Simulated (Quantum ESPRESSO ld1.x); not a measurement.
Question: All-electron atom: Eu XXI in [Kr] 4d7. All-electron calculation, scalar-relativistic Kohn-Sham, LDA (Slater exchange, Perdew-Zunger correlation), spin-polarised, spherical densities, point nucleus; open shells are filled with parallel spins first. Program: ld1.x of Quantum ESPRESSO 7.5. Some entries of the table are withheld. Estimate them.

orbital,occ.,eigenvalue (eV),<r^2> (bohr^2),<r> (bohr)
1s up,1,-48864.2,0.0006801,0.02233
1s down,1,-48864.2,0.0006801,0.02233
2s up,1,-8477.84,0.01069,0.09518
2s down,1,-8475.82,0.01069,0.09517
2p up,3,-7615.25,0.008597,0.08392
2p down,3,-7613.59,0.008595,0.08391
3s up,1,-2281.04,0.07090,0.2492
3s down,1,-2279.69,0.07084,0.2491
3p up,3,-2012.63,0.07086,0.2474
3p down,3,-2011.19,0.07079,0.2473
3d up,5,-1654.67,0.05941,0.2250
3d down,5,-1652.83,0.05936,0.2249
4s up,1,-841.114,0.3269,0.5393
4s down,1,-836.235,0.3272,0.5395
4p up,3,-747.459,0.3552,0.5605
4p down,3,-742.649,0.3558,0.5609
4d up,5,-617.501,0.3848,0.5799
4d down,2,-612.765,0.3860,0.5808
5s up,0,-421.268,1.122,(1)
5s down,0,-419.102,1.130,(2)
5p up,0,-383.612,1.243,1.054
5p down,0,-381.663,1.252,1.058

Answer: 
(1) 5s up <r> (bohr): 1.004
(2) 5s down <r> (bohr): 1.007
